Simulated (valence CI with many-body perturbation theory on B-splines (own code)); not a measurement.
The numbers below are computed, except where a source is named.
From CI to CI+MBPT in Ho XIX

Method: configuration interaction combined with many-body perturbation theory (CI+MBPT): three valence electrons over a frozen Dirac-Fock core [Kr] 4d10, radial functions for each j: 8 s, 8 p, 9 d, 9 f, 6 g, 3 h, 2 i, with the one-electron correlation potential Σ1, the two-electron term Σ2, the three-electron term Σ3, Breit, model QED; selected CI, second order for the rest (own B-spline code, finite nucleus).

No measured spectrum was set against this ion. As an estimate, terms of the open shell hold to a few per cent of their energy, and close levels can change places. Core correlation moves these levels by up to 40000 cm⁻¹, and in measured spectra 5 to 20 % of such shifts remained as error; rates that hang on mixing are uncertain with them.

Each rung adds one term. CI alone is the Dirac-Coulomb CI over the frozen core; QED comes last and gives the full result, which names the levels. Energies are above 4f3 4I°_9/2 on the same rung, in cm⁻¹.

Names give the largest LS component (configuration and term), which can be under half, so a name can repeat, a term be missing and a line seem to break the LS rules; names also repeat where a configuration has a term twice. Letters in brackets count levels of one name in rising energy.

```csv
Level,CI alone
4f3 4I°_11/2,7874
4f3 4I°_13/2,15630
4f3 4I°_15/2,23160
4f3 4F°_3/2,27054
4f3 2H°_9/2 [a],28711
4f3 4F°_5/2,32020
4f3 4S°_3/2,33885
4f3 4F°_7/2,34978
4f3 4G°_5/2,41203
4f3 4F°_9/2,40161
4f3 2H°_11/2 [a],41395
4f3 4G°_7/2 [a],42517
4f3 2K°_13/2,46336
4f3 4G°_7/2 [b],48751
4f3 2D°_3/2 [a],50381
4f3 4G°_9/2,51368
```

(1) What do these energies become with core correlation, Breit and QED?

(2) How does the ionisation energy move along the ladder, and which term matters most?

Results:

(1) 4f3 4I°_11/2 8095 (+220); 4f3 4I°_13/2 15886 (+257); 4f3 4I°_15/2 23317 (+158); 4f3 4F°_3/2 25794 (-1260); 4f3 2H°_9/2 [a] 28282 (-429); 4f3 4F°_5/2 30917 (-1103); 4f3 4S°_3/2 33829 (-56); 4f3 4F°_7/2 33956 (-1021); 4f3 4G°_5/2 39380 (-1823); 4f3 4F°_9/2 39446 (-715); 4f3 2H°_11/2 [a] 41307 (-88); 4f3 4G°_7/2 [a] 41532 (-985); 4f3 2K°_13/2 45104 (-1232); 4f3 4G°_7/2 [b] 47803 (-948); 4f3 2D°_3/2 [a] 49907 (-475); 4f3 4G°_9/2 49983 (-1385).

(2) CI alone 429.01, + Σ1 432.28, + Σ2 437.31, + Σ3 437.33, + Breit 437.37, + QED 437.40 eV. The largest step is Σ2, 5.02 eV. NIST lists 441 ± 22 eV (theoretical).
